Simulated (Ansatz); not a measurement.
The cluster Sb₂As⁺. Total charge 1; singlet. Geometry PBE-D4/def2-TZVP; atoms count from 1.

| atom | x (Å) | y (Å) | z (Å) |
| --- | --- | --- | --- |
| As1 | 0.120 | -1.427 | 0.072 |
| Sb2 | -0.844 | 0.704 | 1.093 |
| Sb3 | 0.724 | 0.723 | -1.165 |

In the def2 sets Sb takes a core potential; there is no spin–orbit coupling. The structure comes from a short search, and lower isomers may exist.

(1) Estimate the Mulliken populations from the PBE0/def2-TZVP orbitals of Ansatz.

(2) And the Mayer bond orders between heavy atoms (over 0.3)?

## Answers

(1) 
```csv
atom,charge (e)
As1,0.13
Sb2,0.44
Sb3,0.44
```
Mulliken values depend strongly on the basis.

(2) As1–Sb2 1.47 (2.55 Å); As1–Sb3 1.47 (2.55 Å); Sb2–Sb3 1.37 (2.75 Å).
